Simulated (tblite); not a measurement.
CH4AlO (SMILES [CH3][Al+][OH]), charge +1, singlet, geometry from GFN2-xTB (such geometries of metal compounds can be far from the true shape); GFN1-xTB (tblite).

tblite was given this input:
```
$ tblite run mol.xyz --method gfn1 --charge 1 --spin 0 --efield 0,0,0.1 --json tblite.json --no-restart

# file mol.xyz
7

Al     0.01378599    -0.08771531     0.05941353
C     -0.23964694     1.52478693    -1.03280691
H     -0.97632662     2.17684818    -0.54640708
H     -0.60085771     1.23286648    -2.02717849
H      0.71891160     2.05116469    -1.12531413
O      0.22145958    -1.40906733     0.95442481
H      0.34525979    -2.19676333     1.48796681
```

The log (banner, timings and long lists left out):

```
xTB calculator
 | screened Coulomb repulsion
 | Coulomb electrostatics
 |  * isotropic Klopman-Ohno-Mataga-Nishimoto electrostatics
 |  * onsite third-order electrostatics
 | DFT-D3(BJ) dispersion correction
 | Interactions (1)
 | [1] electric field

halogen bonding energy    0.0000000000000E+00 Eh
repulsion energy          9.3441937065576E-02 Eh
dispersion energy        -1.3756868606266E-03 Eh
interaction energy        0.0000000000000E+00 Eh
number of electrons       1.6000000000000E+01 e
integral cutoff           4.0000000000000E+01 bohr

------------------------------------------------------------
  cycle        total energy    energy error   density error
------------------------------------------------------------
      1     -9.483378747031  -9.5754450E+00   4.5598766E-01
      2     -9.800645954670  -3.1726721E-01   1.6553959E-01
      3     -9.808334629939  -7.6886753E-03   1.5618024E-01
      4     -9.826871620565  -1.8536991E-02   7.3914837E-02
      5     -9.828323720307  -1.4520997E-03   1.0149213E-02
      6     -9.828235841863   8.7878444E-05   9.2148464E-03
      7     -9.828591177496  -3.5533563E-04   1.6177704E-03
      8     -9.828601923779  -1.0746283E-05   6.6172732E-05
      9     -9.828601936404  -1.2624923E-08   3.6333835E-05
     10     -9.828601941771  -5.3672782E-09   1.4008467E-05
------------------------------------------------------------

electronic energy        -9.9206681919761E+00 Eh
total energy             -9.8286019417712E+00 Eh

Post processing:
 | Mayer-Wiberg bond orders

[Info] JSON dump of results written to 'tblite.json'
```
